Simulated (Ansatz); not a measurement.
Born–Oppenheimer molecular dynamics of CH5SSb (8 atoms, charge 0, multiplicity 1). It starts at the highest image of a converged band. Of that band: The profile has 2 maxima (images 5, 8) with wells between them (image 6): this band takes more than one step, which may be the mechanism or a detour left from its start path. A vibrational analysis at the climbing image gives one clearly imaginary mode, 257i cm⁻¹: a first-order saddle point.

Computed with RKS B3LYP/def2-SVP in Ansatz 0.2.0.

```json
{
 "ensemble": "NVE (velocity Verlet)",
 "time step": "0.5 fs",
 "steps asked": "200",
 "starting velocities drawn for": "100 K",
 "seed": "5950"
}
```

Frames 1 fs apart, positions in Å, forces in eV/Å.

Velocities at 0.0 fs (Å/ps):

```
C 2.62 0.26 -1.08
Sb -0.22 0.01 -0.13
S -0.56 0.18 0.62
H 1.67 -18.18 6.91
H 4.43 10.46 12.71
H -8.18 7.52 -8.02
H 10.21 7.68 1.17
H 4.98 -17.14 -3.77
```

```xyz
8
Properties=species:S:1:pos:R:3:forces:R:3 time_fs=0.0 energy_less_start_eV=0.000 T=100
C -0.837 0.877 -0.411 0.00 0.00 0.00
Sb 1.238 0.487 -1.061 0.00 0.00 0.00
S 1.632 -1.306 1.134 0.00 0.00 0.00
H -0.878 1.448 0.527 0.00 0.00 0.00
H -1.443 -0.037 -0.338 0.00 0.00 0.00
H -1.268 1.504 -1.212 0.00 0.00 0.00
H 1.325 -1.716 -0.175 0.00 0.00 0.00
H 0.323 -1.314 1.480 0.00 0.00 0.00
8
Properties=species:S:1:pos:R:3:forces:R:3 time_fs=1.0 energy_less_start_eV=0.007 T=91
C -0.835 0.878 -0.412 -0.06 0.33 -0.24
Sb 1.238 0.487 -1.061 0.02 0.01 -0.01
S 1.631 -1.306 1.135 0.18 0.03 0.05
H -0.876 1.430 0.534 0.03 0.16 0.02
H -1.439 -0.027 -0.326 -0.14 -0.27 -0.08
H -1.276 1.511 -1.220 0.16 -0.21 0.32
H 1.335 -1.708 -0.174 -0.03 -0.05 -0.09
H 0.328 -1.331 1.477 -0.16 0.00 0.03
8
Properties=species:S:1:pos:R:3:forces:R:3 time_fs=2.0 energy_less_start_eV=0.021 T=73
C -0.832 0.878 -0.414 -0.12 0.53 -0.36
Sb 1.237 0.487 -1.061 0.03 0.01 -0.02
S 1.631 -1.306 1.135 0.32 0.07 0.10
H -0.874 1.413 0.541 0.06 0.29 0.01
H -1.436 -0.020 -0.314 -0.23 -0.46 -0.16
H -1.282 1.516 -1.224 0.26 -0.34 0.54
H 1.345 -1.701 -0.174 -0.05 -0.08 -0.16
H 0.331 -1.348 1.473 -0.27 0.00 0.05
8
Properties=species:S:1:pos:R:3:forces:R:3 time_fs=3.0 energy_less_start_eV=0.032 T=60
C -0.830 0.879 -0.415 -0.20 0.50 -0.29
Sb 1.237 0.487 -1.061 0.05 0.01 -0.03
S 1.631 -1.306 1.136 0.38 0.09 0.15
H -0.872 1.400 0.549 0.08 0.37 -0.03
H -1.435 -0.016 -0.303 -0.23 -0.49 -0.24
H -1.286 1.519 -1.224 0.29 -0.36 0.60
H 1.354 -1.695 -0.175 -0.06 -0.11 -0.20
H 0.332 -1.366 1.470 -0.31 -0.01 0.05
8
Properties=species:S:1:pos:R:3:forces:R:3 time_fs=4.0 energy_less_start_eV=0.033 T=57
C -0.827 0.881 -0.417 -0.29 0.26 -0.03
Sb 1.237 0.487 -1.062 0.08 0.00 -0.04
S 1.630 -1.306 1.137 0.34 0.10 0.17
H -0.868 1.389 0.555 0.10 0.40 -0.11
H -1.436 -0.018 -0.295 -0.13 -0.37 -0.31
H -1.288 1.517 -1.218 0.23 -0.27 0.50
H 1.363 -1.689 -0.178 -0.07 -0.11 -0.21
H 0.330 -1.383 1.468 -0.26 -0.01 0.03
8
Properties=species:S:1:pos:R:3:forces:R:3 time_fs=5.0 energy_less_start_eV=0.032 T=59
C -0.825 0.882 -0.419 -0.34 -0.14 0.38
Sb 1.237 0.487 -1.062 0.10 -0.01 -0.04
S 1.630 -1.305 1.137 0.22 0.09 0.17
H -0.864 1.383 0.561 0.11 0.38 -0.20
H -1.439 -0.022 -0.290 0.03 -0.15 -0.36
H -1.287 1.513 -1.207 0.09 -0.07 0.26
H 1.371 -1.685 -0.183 -0.07 -0.10 -0.18
H 0.325 -1.400 1.466 -0.15 0.00 -0.01
8
Properties=species:S:1:pos:R:3:forces:R:3 time_fs=6.0 energy_less_start_eV=0.034 T=57
C -0.823 0.884 -0.420 -0.34 -0.58 0.81
Sb 1.237 0.487 -1.062 0.12 -0.03 -0.05
S 1.630 -1.305 1.138 0.06 0.06 0.15
H -0.859 1.380 0.565 0.11 0.34 -0.28
H -1.441 -0.029 -0.289 0.19 0.08 -0.39
H -1.285 1.509 -1.194 -0.08 0.19 -0.06
H 1.379 -1.682 -0.190 -0.06 -0.07 -0.13
H 0.319 -1.417 1.463 0.01 0.01 -0.06
8
Properties=species:S:1:pos:R:3:forces:R:3 time_fs=7.0 energy_less_start_eV=0.039 T=50
C -0.822 0.885 -0.421 -0.30 -0.92 1.14
Sb 1.236 0.487 -1.062 0.14 -0.05 -0.05
S 1.630 -1.305 1.139 -0.10 0.03 0.11
H -0.852 1.380 0.566 0.10 0.29 -0.31
H -1.442 -0.034 -0.291 0.29 0.25 -0.39
H -1.284 1.506 -1.181 -0.24 0.41 -0.35
H 1.386 -1.679 -0.198 -0.05 -0.03 -0.05
H 0.314 -1.435 1.460 0.16 0.03 -0.10
8
Properties=species:S:1:pos:R:3:forces:R:3 time_fs=8.0 energy_less_start_eV=0.040 T=48
C -0.821 0.885 -0.421 -0.26 -1.03 1.22
Sb 1.236 0.487 -1.062 0.16 -0.08 -0.04
S 1.630 -1.304 1.140 -0.22 -0.01 0.05
H -0.845 1.384 0.565 0.08 0.24 -0.28
H -1.440 -0.037 -0.297 0.31 0.31 -0.34
H -1.286 1.508 -1.171 -0.30 0.51 -0.49
H 1.393 -1.677 -0.207 -0.04 0.01 0.03
H 0.309 -1.452 1.456 0.27 0.05 -0.14
8
Properties=species:S:1:pos:R:3:forces:R:3 time_fs=9.0 energy_less_start_eV=0.032 T=59
C -0.820 0.884 -0.420 -0.25 -0.86 1.01
Sb 1.236 0.487 -1.062 0.17 -0.09 -0.04
S 1.630 -1.304 1.141 -0.27 -0.04 -0.03
H -0.837 1.389 0.560 0.05 0.20 -0.19
H -1.435 -0.037 -0.306 0.25 0.25 -0.27
H -1.290 1.514 -1.167 -0.23 0.43 -0.44
H 1.399 -1.674 -0.215 -0.03 0.05 0.11
H 0.307 -1.468 1.451 0.31 0.06 -0.15
8
Properties=species:S:1:pos:R:3:forces:R:3 time_fs=10.0 energy_less_start_eV=0.020 T=75
C -0.819 0.883 -0.419 -0.26 -0.44 0.58
Sb 1.236 0.487 -1.062 0.18 -0.11 -0.05
S 1.629 -1.304 1.142 -0.26 -0.06 -0.10
H -0.828 1.397 0.554 0.01 0.17 -0.07
H -1.427 -0.035 -0.318 0.12 0.09 -0.17
H -1.296 1.524 -1.166 -0.05 0.20 -0.22
H 1.404 -1.671 -0.223 -0.02 0.08 0.16
H 0.308 -1.484 1.445 0.29 0.06 -0.14
8
Properties=species:S:1:pos:R:3:forces:R:3 time_fs=11.0 energy_less_start_eV=0.015 T=80
C -0.818 0.881 -0.416 -0.27 0.09 0.09
Sb 1.236 0.487 -1.062 0.18 -0.11 -0.05
S 1.629 -1.304 1.143 -0.18 -0.06 -0.16
H -0.820 1.406 0.547 -0.03 0.12 0.06
H -1.419 -0.032 -0.331 -0.06 -0.12 -0.06
H -1.303 1.535 -1.167 0.16 -0.07 0.05
H 1.410 -1.667 -0.228 -0.02 0.10 0.20
H 0.312 -1.499 1.437 0.20 0.06 -0.12
```

Of the whole run (100 fs, mean temperature of the second half 59 K): The conserved energy stayed within 0.055 meV per atom of its start (net change 0.027 meV per atom), so the integration is sound. A run of 0.1 ps of so small a system gives no equilibrium averages. The orbitals stay closed-shell, which can raise the energy where a bond breaks towards radicals; this wasn't checked here.

The run took 2.6 min on 2 threads of AMD EPYC 9R45 96-Core Processor (Zen 5) (shared host), peak memory 0.19 GiB.
